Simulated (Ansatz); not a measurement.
Cost and result for the atomization energy of `BN([SiH3])[SiH2]F` (12 atoms, 11 bonds).

Z-matrix (Å, degrees):
```
Si
N 1 1.761
H 1 1.483 2 110.0
H 1 1.485 2 107.6 3 -119.5
H 1 1.482 2 110.1 3 121.0
Si 2 1.732 1 121.8 3 118.9
B 2 1.414 1 117.3 3 -62.2
F 6 1.597 2 109.5 1 72.0
H 6 1.476 2 109.3 1 -169.4
H 6 1.480 2 109.9 1 -44.6
H 7 1.198 2 120.3 1 -179.0
H 7 1.201 2 119.1 1 1.3
```

Total charge 0; spin multiplicity 1. Geometry: relaxed with PBE0-D4/def2-TZVP. It is one conformer, not always the lowest. Program: Ansatz. All runs use 4 threads of an Intel Xeon Platinum 8375C on a shared host. Times are those of one run each, without the atoms' runs, and a repeat can differ threefold. Electronic energies, without spin–orbit coupling; frozen cores. CCSD(T)/CBS adds CCSD(T) − MP2 in def2-TZVPP to the MP2 limit, and its time is that of the two runs behind it. T1 = 0.012. B3LYP takes the VWN-RPA correlation (the form of Gaussian; ORCA's B3LYP/G).

CCSD(T)/CBS is a level of theory with its own doubt, some kJ/mol a heavy atom from the limit and from the frozen cores, so smaller differences don't rank the functionals.

```
                             level  functions  wall time  atomization (kcal/mol)  difference from CCSD(T)/CBS  per bond
                PBE0-D4/def2-TZVPP        275      2.9 s                   991.8                        -12.4      -1.1
   PBE-D4/def2-TZVPP (with forces)        275      3.2 s                  1000.8                         -3.4      -0.3
r2SCAN-D4/def2-TZVPP (with forces)        275      4.3 s                  1001.2                         -3.0      -0.3
 B3LYP-D4/def2-TZVPP (with forces)        275      6.5 s                  1005.1                          0.9       0.1
                 B2PLYP/def2-TZVPP        275      7.5 s                   993.8                        -10.4      -0.9
                ωB97X-V/def2-TZVPP        275      8.5 s                  1009.7                          5.5       0.5
  ωB97M-V/def2-TZVPP (with forces)        275       14 s                  1007.3                          3.1       0.3
                    MP2/def2-QZVPP        521       39 s                  1004.5                          0.3       0.0
                CCSD(T)/def2-TZVPP        275    2.9 min                   977.3                        -26.9      -2.4
                 CCSD(T)/CBS(def2)          –    3.6 min                  1004.2                          0.0       0.0
```

From PBE to PBE0 (25 % exact exchange), in def2-TZVPP and without D4, the atomization energy moves by −7.9 kcal/mol: exact exchange takes away binding that semilocal exchange gives to molecules. In def2-TZVPP, CCSD(T) changes the Hartree–Fock value by +214.4 kcal/mol (the triples alone add +10.7 kcal/mol) and MP2 by +225.3 kcal/mol; breaking electron pairs costs correlation energy, which Hartree–Fock lacks. The D4 term adds +10.7 kcal/mol with B3LYP and +5.6 kcal/mol with PBE0; it sums over pairs of atoms, weighted by their polarisabilities, and B3LYP, whose exchange is more repulsive, gets the larger term.
